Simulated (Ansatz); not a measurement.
`[NH2][Ge][Br]` + HCl → `[Cl][Ge][Br]` + NH₃ at 400 K and 1 bar (ligand exchange at a Ge–N bond).

Program: Ansatz. Geometries: PBE0-D4/def2-TZVP. ΔE: electronic, gas phase. CBS: MP2 limit from def2 TZ/QZ plus the TZ coupled-cluster correction, frozen cores. This one scheme is used for every species. For Br, Ge outer-core shells are correlated without core-valence functions, which leaves a few kJ/mol of doubt a bond. Scalar relativity is left out up to krypton. One conformer a species, not always the lowest.

| species | CCSD(T)/CBS energy (Eh) | H − E (kJ/mol) | S (J/(mol·K)) |
| --- | --- | --- | --- |
| `[NH2][Ge][Br]` | -4705.39826 | 91.3 | 328.8 |
| HCl | -460.38127 | 29.6 | 195.4 |
| `[Cl][Ge][Br]` | -5109.28758 | 24.2 | 329.1 |
| NH₃ | -56.50880 | 104.2 | 203.1 |

H − E and S are ideal-gas, rigid-rotor, harmonic terms from PBE0-D4/def2-TZVP, for one conformer and one mirror image of each species. 1 Eh = 2625.50 kJ/mol, R = 8.31446 J/(mol·K).

**Question.** By hand: ΔE, ΔH, ΔS and ΔG.

**Answer.** ΔE = (-5109.28758) + (-56.50880) − (-4705.39826) − (-460.38127) = -0.01685 Eh = -44.2 kJ/mol. Δ(H − E) = 24.2 + 104.2 − 91.3 − 29.6 = 7.5, so ΔH = -36.7 kJ/mol. ΔS = 329.1 + 203.1 − 328.8 − 195.4 = 8.0 J/(mol·K). ΔG = -36.7 − 400 × (8.0)/1000 = -39.9 kJ/mol.

**Question.** By hand: the equilibrium constant, and the temperature at which ΔG would vanish if ΔH and ΔS stayed fixed.

**Answer.** log₁₀ K = −ΔG/(RT ln 10) = 5.2. ΔH and −TΔS have one sign here, so there is no such temperature.

The number of gas molecules stays the same, so ΔS is small and ΔH decides. A doubt of 5 kJ/mol in ΔE shifts log₁₀ K by 0.7 here. Other conformers and mirror images would add mixing entropy, several J/(mol·K) or more a flexible species. These are equilibria of isolated gas molecules and say nothing of rates. Largest T1 diagnostic: 0.012 (customary marks: 0.02 for closed shells, 0.045 for open ones).

ΔS is within the doubt of such terms, so its sign, and with it that verdict, could turn.
